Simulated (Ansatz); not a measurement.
A structure relaxed at PBE-D4/def2-SVP in Ansatz, charge 0, singlet:

```csv
atom,x (Å),y (Å),z (Å)
Pb1,0.044,-0.241,-0.144
Pb2,1.338,-0.035,2.940
Pb3,-2.601,0.231,1.991
Pb4,-1.722,2.164,-1.671
Pb5,2.113,2.487,-0.374
O6,2.390,-1.167,1.210
O7,1.216,1.349,1.239
O8,-0.644,-0.735,2.179
O9,-1.699,1.347,0.368
O10,-3.147,-1.286,0.068
O11,3.325,0.305,-0.650
O12,0.467,1.717,-1.597
O13,-2.168,-0.093,-1.961
H14,2.607,-2.114,1.307
H15,3.020,-0.336,0.130
H16,-2.812,-0.820,-0.818
H17,-2.659,-2.130,0.112
H18,3.082,-0.159,-1.473
H19,-2.149,-0.484,-2.856
```

Q: Give its formula and point group.

A: Pb₅O₈H₆, a hydroxylated oxide cluster. Point group C2 (tolerance 0.1 Å).

Q: Summarise the bond lengths by kind (pairs closer than 1.2 times the sum of covalent radii, bridged metal pairs left out).

A: 16 × O–Pb 2.17 to 2.51 Å; 6 × H–O 0.98 to 1.06 Å.

In the def2 sets Pb takes a core potential; there is no spin–orbit coupling.
